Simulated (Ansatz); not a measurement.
Steps of a relaxation of BrH5OSi2, SMILES `[SiH3]O[SiH2]Br` with RKS PBE-D4/def2-SVP.

```sh
$ ansatz run in.yaml --threads 2 --pin off --events-out ev --progress --plain --max-ram 22528MiB --backend cpu
```

```yaml
crystal:
  periodic: [false, false, false]
  atoms:
    - {symbol: Si, position_ang: [0.488600, 1.439500, 0.353900]}
    - {symbol: O, position_ang: [0.481800, -0.166500, 0.259300]}
    - {symbol: Si, position_ang: [-0.476800, -1.389100, -0.349600]}
    - {symbol: Br, position_ang: [0.634400, -3.299800, 0.093500]}
    - {symbol: H, position_ang: [0.398300, 2.037100, -1.047600]}
    - {symbol: H, position_ang: [1.646300, 1.998200, 1.043100]}
    - {symbol: H, position_ang: [-0.748100, 1.909500, 1.082600]}
    - {symbol: H, position_ang: [-1.738300, -1.356500, 0.307700]}
    - {symbol: H, position_ang: [-0.597700, -1.218900, -1.760100]}
basis:
  gaussian: {orbitals: def2-SVP}
hamiltonian: {xc: pbe, dispersion: d4}
relax: {f_tol: 0.03, max_steps: 200}
```

Positions (Å) and forces (eV/Å) along the path, 14 of 18 steps:

```xyz
9
step=1 energy=-87896.7113 eV
Si    0.489    1.440    0.354   -1.036    2.399   -0.571
O     0.482   -0.167    0.259    0.118   -2.121   -0.052
Si   -0.477   -1.389   -0.350    1.847   -0.347    0.836
Br    0.634   -3.300    0.093   -0.310    0.226   -0.108
H     0.398    2.037   -1.048    0.123   -0.095    0.236
H     1.646    1.998    1.043    0.736    0.048    0.354
H    -0.748    1.909    1.083    0.024   -0.006    0.050
H    -1.738   -1.357    0.308   -1.369   -0.144    0.742
H    -0.598   -1.219   -1.760   -0.133    0.039   -1.487
9
step=2 energy=-87896.9178 eV
Si    0.457    1.496    0.348   -0.203    1.473   -0.128
O     0.479   -0.138    0.256   -0.079   -1.450   -0.126
Si   -0.443   -1.397   -0.343    0.524   -0.049    0.318
Br    0.572   -3.340    0.073    0.048    0.043    0.010
H     0.431    2.090   -1.045   -0.047   -0.039    0.113
H     1.674    2.001    1.041    0.190   -0.055    0.125
H    -0.762    1.960    1.109    0.037   -0.017   -0.055
H    -1.744   -1.445    0.350   -0.407    0.032    0.172
H    -0.576   -1.275   -1.807   -0.064    0.062   -0.430
9
step=3 energy=-87896.9652 eV
Si    0.466    1.553    0.355   -0.235   -0.123   -0.208
O     0.344   -0.117    0.187    0.257    0.437    0.200
Si   -0.474   -1.437   -0.359    0.099   -0.253    0.010
Br    0.681   -3.290    0.140   -0.024    0.076   -0.009
H     0.461    2.189   -1.013   -0.008   -0.013    0.075
H     1.733    1.910    1.057    0.127   -0.075    0.077
H    -0.710    2.060    1.148    0.028    0.005   -0.014
H    -1.798   -1.542    0.304   -0.233   -0.033    0.146
H    -0.614   -1.374   -1.836   -0.010   -0.021   -0.277
9
step=4 energy=-87896.9769 eV
Si    0.460    1.560    0.351    0.009    0.015    0.008
O     0.320   -0.101    0.181   -0.014   -0.018   -0.011
Si   -0.484   -1.442   -0.366    0.040   -0.019    0.025
Br    0.711   -3.259    0.156   -0.017    0.033   -0.009
H     0.467    2.214   -1.004   -0.002    0.003   -0.004
H     1.746    1.863    1.063   -0.018   -0.033   -0.011
H    -0.698    2.089    1.150   -0.004    0.007    0.001
H    -1.816   -1.569    0.312    0.009    0.007   -0.011
H    -0.618   -1.402   -1.860   -0.003    0.005    0.013
9
step=5 energy=-87896.9777 eV
Si    0.459    1.564    0.351   -0.001    0.008    0.000
O     0.288   -0.092    0.181   -0.005   -0.005   -0.001
Si   -0.487   -1.448   -0.365   -0.028    0.039   -0.014
Br    0.734   -3.241    0.157    0.020   -0.027    0.008
H     0.478    2.220   -1.003    0.001   -0.002    0.001
H     1.750    1.832    1.064    0.004   -0.001    0.002
H    -0.689    2.116    1.150    0.001    0.002    0.000
H    -1.820   -1.592    0.307    0.004   -0.007    0.001
H    -0.623   -1.406   -1.859    0.003   -0.006    0.002
9
step=8 energy=-87896.9797 eV
Si    0.461    1.585    0.355   -0.050   -0.125    0.009
O     0.106   -0.043    0.172   -0.053    0.056   -0.006
Si   -0.530   -1.468   -0.374    0.080    0.098    0.068
Br    0.854   -3.144    0.167   -0.033    0.025   -0.007
H     0.550    2.247   -0.995    0.015   -0.020    0.023
H     1.775    1.711    1.077   -0.063    0.001   -0.034
H    -0.631    2.249    1.155    0.069   -0.039   -0.028
H    -1.849   -1.733    0.294    0.053    0.007   -0.028
H    -0.647   -1.449   -1.869   -0.016   -0.001    0.003
9
step=9 energy=-87896.9800 eV
Si    0.456    1.594    0.355   -0.005   -0.198    0.043
O     0.028   -0.019    0.172   -0.070    0.043   -0.036
Si   -0.541   -1.474   -0.379    0.062    0.139    0.168
Br    0.896   -3.108    0.170   -0.035    0.072   -0.031
H     0.591    2.248   -0.997   -0.028   -0.027    0.053
H     1.775    1.665    1.081   -0.097   -0.002   -0.048
H    -0.606    2.303    1.162    0.091   -0.068   -0.091
H    -1.847   -1.798    0.291    0.074    0.038   -0.043
H    -0.665   -1.458   -1.872    0.009    0.002   -0.016
9
step=10 energy=-87896.9816 eV
Si    0.457    1.589    0.354   -0.005   -0.125    0.030
O     0.051   -0.026    0.173   -0.062    0.028   -0.014
Si   -0.537   -1.472   -0.375    0.038    0.115    0.092
Br    0.887   -3.115    0.165   -0.018    0.030   -0.009
H     0.581    2.242   -0.998   -0.016   -0.017    0.046
H     1.771    1.679    1.082   -0.062   -0.003   -0.039
H    -0.613    2.286    1.159    0.064   -0.045   -0.068
H    -1.848   -1.775    0.292    0.057    0.014   -0.021
H    -0.662   -1.455   -1.868    0.003    0.002   -0.017
9
step=11 energy=-87896.9966 eV
Si    0.452    1.576    0.358   -0.022   -0.009   -0.022
O    -0.140    0.021    0.207   -0.041   -0.011    0.015
Si   -0.564   -1.466   -0.371    0.002    0.072    0.033
Br    0.993   -2.985    0.158    0.021    0.001    0.005
H     0.637    2.193   -1.004    0.002   -0.017    0.023
H     1.768    1.552    1.083   -0.006   -0.015   -0.006
H    -0.543    2.387    1.141    0.033   -0.012   -0.017
H    -1.845   -1.888    0.278    0.012   -0.011   -0.010
H    -0.670   -1.438   -1.866   -0.001    0.002   -0.021
9
step=12 energy=-87896.9981 eV
Si    0.450    1.572    0.358   -0.002   -0.091    0.001
O    -0.182    0.029    0.219   -0.126    0.027    0.023
Si   -0.582   -1.464   -0.365    0.167    0.102   -0.014
Br    1.039   -2.927    0.153   -0.066   -0.001    0.017
H     0.650    2.172   -1.009    0.004   -0.012    0.027
H     1.767    1.508    1.084   -0.036    0.012   -0.027
H    -0.521    2.417    1.139    0.040   -0.034   -0.029
H    -1.864   -1.916    0.267    0.059   -0.007    0.009
H    -0.668   -1.437   -1.862   -0.040    0.004   -0.008
9
step=13 energy=-87897.0089 eV
Si    0.438    1.559    0.362   -0.056   -0.191   -0.007
O    -0.363    0.078    0.249    0.024    0.041   -0.061
Si   -0.596   -1.445   -0.376    0.027    0.042    0.293
Br    1.120   -2.804    0.170   -0.106    0.152   -0.096
H     0.714    2.112   -1.014   -0.040   -0.034    0.040
H     1.752    1.382    1.083   -0.124    0.003   -0.019
H    -0.453    2.515    1.119    0.103   -0.139   -0.072
H    -1.820   -2.049    0.262    0.127    0.131   -0.100
H    -0.703   -1.394   -1.873    0.044   -0.005    0.023
9
step=14 energy=-87897.0271 eV
Si    0.434    1.532    0.360   -0.026   -0.060   -0.017
O    -0.439    0.098    0.275    0.007   -0.027    0.010
Si   -0.604   -1.426   -0.360    0.004    0.072    0.021
Br    1.168   -2.708    0.133    0.026    0.021    0.008
H     0.734    2.033   -1.026    0.009    0.007   -0.003
H     1.722    1.323    1.107   -0.016   -0.020   -0.008
H    -0.421    2.528    1.086    0.011    0.005   -0.002
H    -1.806   -2.058    0.264   -0.010   -0.002   -0.006
H    -0.699   -1.367   -1.856   -0.004    0.003   -0.004
9
step=16 energy=-87897.0346 eV
Si    0.423    1.498    0.359    0.019    0.019    0.000
O    -0.554    0.129    0.289   -0.011   -0.004    0.004
Si   -0.623   -1.399   -0.356    0.019   -0.008    0.008
Br    1.245   -2.545    0.125    0.009    0.006    0.004
H     0.776    1.953   -1.032   -0.002   -0.003    0.001
H     1.683    1.204    1.122   -0.008   -0.011   -0.001
H    -0.362    2.567    1.058   -0.001   -0.002   -0.002
H    -1.778   -2.115    0.268   -0.007    0.004   -0.008
H    -0.722   -1.338   -1.851   -0.017   -0.001   -0.007
9
step=18 energy=-87897.0354 eV
Si    0.423    1.490    0.360    0.001   -0.011   -0.005
O    -0.584    0.142    0.277   -0.003    0.004    0.002
Si   -0.630   -1.392   -0.357    0.010    0.005    0.003
Br    1.275   -2.485    0.108   -0.001   -0.002   -0.002
H     0.811    1.929   -1.026    0.003    0.004    0.001
H     1.661    1.167    1.148   -0.002    0.001    0.001
H    -0.351    2.578    1.040   -0.003    0.001    0.001
H    -1.761   -2.131    0.284   -0.001    0.001    0.000
H    -0.755   -1.344   -1.851   -0.004   -0.004   -0.001
```

Hardware: 2 threads of an AMD EPYC 7R13 on a shared host. Wall time 25 s, peak host memory 0.41 GiB.
